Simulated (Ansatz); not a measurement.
`CC[SeH]` + `[SeH][SiH2][SeH]` → `[SeH][SiH]([SeH])[SeH]` + `CC`  (formal exchange of groups at the Se–C bond)

Computed with Ansatz on PBE0-D4/def2-TZVP structures; ΔE is electronic, products minus reactants. CCSD(T)/CBS adds triple-zeta CCSD(T) − MP2 to the extrapolated MP2 energy (def2 sets, frozen cores). This one scheme is used for every species. DFT in def2-TZVPP. B3LYP here is the variant with VWN-RPA as its local correlation; programs differ in this. For Se outer-core shells are correlated without core-valence functions, which leaves a few kJ/mol of doubt a bond. Scalar relativity is left out up to krypton. One conformer a species, not always the lowest.

| level | ΔE (kJ/mol) | difference from CCSD(T)/CBS |
| --- | --- | --- |
| PBE-D4 | -112.6 | -1.9 |
| r2SCAN-D4 | -113.2 | -2.5 |
| PBE0-D4 | -114.3 | -3.6 |
| B3LYP-D4 | -111.1 | -0.4 |
| ωB97X-V | -106.7 | 4.0 |
| ωB97M-V | -109.5 | 1.2 |
| B2PLYP | -107.1 | 3.6 |
| PBE | -108.8 | 1.9 |
| r2SCAN | -112.4 | -1.7 |
| PBE0 | -110.7 | 0.0 |
| B3LYP | -104.5 | 6.2 |
| HF/def2-TZVPP | -103.0 | 7.7 |
| MP2/def2-TZVPP | -111.7 | -1.0 |
| SCS-MP2/def2-TZVPP | -105.9 | 4.8 |
| CCSD/def2-TZVPP | -104.1 | 6.6 |
| CCSD(T)/def2-TZVPP | -105.0 | 5.7 |
| HF/def2-QZVPP | -102.3 | 8.4 |
| MP2/def2-QZVPP | -114.8 | -4.1 |
| SCS-MP2/def2-QZVPP | -108.6 | 2.1 |
| HF/CBS(def2) | -102.2 | 8.5 |
| MP2/CBS(def2) | -117.4 | -6.7 |
| CCSD/CBS(def2) | -109.9 | 0.8 |
| CCSD(T)/CBS | -110.7 | 0 |

Largest T1 diagnostic among the species: 0.009.

The D4 term adds −6.6 kJ/mol with B3LYP and −3.6 kJ/mol with PBE0; it sums over pairs of atoms, weighted by their polarisabilities, and B3LYP, whose exchange is more repulsive, gets the larger term.
